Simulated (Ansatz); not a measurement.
One change: `N[SiH2]C=O` becomes `C#C[SiH2]C=O`.

Ansatz, PBE0-D4/def2-TZVP geometries, multiplicity 1. Each molecule was computed in one conformer, which needn't be the lowest.

```json
{"property": "LUMO energy (B3LYP/def2-TZVPP) / eV", "`N[SiH2]C=O`": "-1.76"}
{"property": "LUMO energy (PBE0/def2-TZVPP) / eV", "`N[SiH2]C=O`": "-1.50"}
{"property": "ideal-gas entropy at 298 K and 1 bar (rigid rotor, harmonic PBE0-D4/def2-TZVP) / J/(mol·K)", "`N[SiH2]C=O`": "323"}
{"property": "HOMO energy (ωB97M-V/def2-TZVPP) / eV", "`N[SiH2]C=O`": "-9.38"}
{"property": "HOMO energy (PBE0/def2-TZVPP) / eV", "`N[SiH2]C=O`": "-7.07"}
{"property": "HOMO energy (B3LYP/def2-TZVPP) / eV", "`N[SiH2]C=O`": "-6.86"}
```

Question: What does the change do to each property? (Estimate.)

Answer: Computed: 
```csv
property,`C#C[SiH2]C=O`,shift
LUMO energy (B3LYP/def2-TZVPP) / eV,-2.09,-0.33
LUMO energy (PBE0/def2-TZVPP) / eV,-1.84,-0.34
"ideal-gas entropy at 298 K and 1 bar (rigid rotor, harmonic PBE0-D4/def2-TZVP) / J/(mol·K)",346,23
HOMO energy (ωB97M-V/def2-TZVPP) / eV,-9.45,-0.07
HOMO energy (PBE0/def2-TZVPP) / eV,-7.18,-0.11
HOMO energy (B3LYP/def2-TZVPP) / eV,-6.97,-0.11
```

With PBE0 the HOMO falls by 0.11 eV and the LUMO falls by 0.34 eV, so the gap narrows by about 0.23 eV. PBE moves the HOMO by -0.15 eV and ωB97M-V by -0.07 eV. Modes under 60 cm⁻¹, often nearly free rotors, make the harmonic entropy too high.

B3LYP here is the variant with VWN-RPA as its local correlation; programs differ in this.
